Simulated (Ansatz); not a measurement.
Stretching the Se3–H4 bond in H2SeZn (SMILES [ZnH][SeH]) (multiplicity 1 held, fragments rigid). Energies count from the point at 1.474 Å.
Geometry at that point (charge 0, multiplicity 1):
```tsv
atom	x (Å)	y (Å)	z (Å)
Zn	-0.7092	-0.5098	-0.8288
H	-1.6137	-1.1646	-1.8828
Se	0.6540	0.5053	0.7407
H	0.6550	-0.7187	1.5618
```

R- and RO- levels are restricted; in cc, def2 and unpolarised 6-31G sets they are followed outwards from rest. Unrestricted levels (U-) break spin symmetry where that is lower. Levels need not reach the same state.

Frozen-core correlation. Filled d and f shells under p-block atoms count as core.

Programs: Ansatz (Gaussian orbitals). 

Q: One of these levels gives 4.553 eV for the energy at R = 4.716 Å. Which one is it?
A. R-MP2/def2-TZVPP
B. U-PBE/def2-TZVPP
C. R-B3LYP/def2-TZVPP
D. R-HF/def2-TZVPP

A: A, R-MP2/def2-TZVPP. The others give 7.347 (R-HF/def2-TZVPP), 3.600 (U-PBE/def2-TZVPP), 5.406 (R-B3LYP/def2-TZVPP)

Doubts at one or more of the structures used: a restricted determinant that unrestricted orbitals would lower (R-HF/def2-TZVPP, R-B3LYP/def2-TZVPP, R-MP2/def2-TZVPP); a spin-contaminated determinant (U-PBE/def2-TZVPP).

Ansatz is a program for electronic structure.
